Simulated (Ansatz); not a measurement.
`O[SiH](F)O[SiH2]Cl` + `[NH2][GeH3]` → `Cl[SiH2][NH][GeH3]` + `O[SiH](O)F`  (ligand exchange at the Si–O bond)

Program: Ansatz. Geometries: PBE0-D4/def2-TZVP. ΔE: electronic, gas phase. CBS: MP2 limit from def2 TZ/QZ plus the TZ coupled-cluster correction, frozen cores. This one scheme is used for every species. Functionals use def2-TZVPP. HSE06 is defined as in plane-wave codes. For Ge outer-core shells are correlated without core-valence functions, which leaves a few kJ/mol of doubt a bond. Scalar relativity is left out up to krypton. Each species was taken in one conformer, which may not be the lowest.

```csv
level,ΔE (kcal/mol),difference from CCSD(T)/CBS
LDA (SPW92),8.8,-1.7
revPBE-D4,9.4,-1.1
BLYP-D4,11.1,0.6
r2SCAN-D4,10.9,0.4
PBE0-D4,9.9,-0.6
r2SCAN0-D4,10.9,0.4
HSE06-D4,9.8,-0.7
BHLYP-D4,12.1,1.6
CAM-B3LYP-D4,11.6,1.1
ωB97X-V,10.8,0.3
PBE,9.2,-1.3
revPBE,9.2,-1.3
PBE0,9.7,-0.8
HSE06,9.6,-0.9
HF/def2-QZVPP,13.3,2.8
HF/CBS(def2),13.3,2.8
CCSD(T)/CBS,10.5,0
```

Largest T1 diagnostic among the species: 0.011.

In def2-TZVPP, CCSD(T) changes the Hartree–Fock value by −2.6 kcal/mol (the triples alone add −0.3 kcal/mol) and MP2 by −3.0 kcal/mol. From BLYP to BHLYP (50 % exact exchange), in def2-TZVPP and without D4, ΔE moves by +1.1 kcal/mol.
